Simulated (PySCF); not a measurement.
MoO2, SMILES [O]=[Mo]=[O] (connectivity only; charge and spin as stated), neutral, multiplicity 3.

The structure is a stationary point at B3LYP-D3(BJ)/def2-TZVP. The spin state was assumed, not searched. The def2 effective core potentials stand for the cores of Mo; spin–orbit coupling is left out.

These are PBE/def2-TZVPD (PySCF) values and carry that method's errors.

Gas-phase values at a fixed geometry.

Estimate the frontier levels, dipole moment and polarisability. (An estimate is asked for; the answer gives what the named calculation found.)


```yaml
"α spin, highest occupied and lowest empty level": -5.24 and -4.38 eV
"β spin, highest occupied and lowest empty level": -7.48 and -3.88 eV
dipole_moment: 3.92 D
quadrupole, principal values (traceless, Buckingham form, about the centre of nuclear charge): -6.61, 1.94, 4.68 D·Å
mean_static_polarisability: 54.1 bohr³ (8.02 Å³)
polarisability_principal_values: 51.7, 54.3, 56.3 bohr³
"⟨S²⟩": 2.011 (pure state 2.00)
```
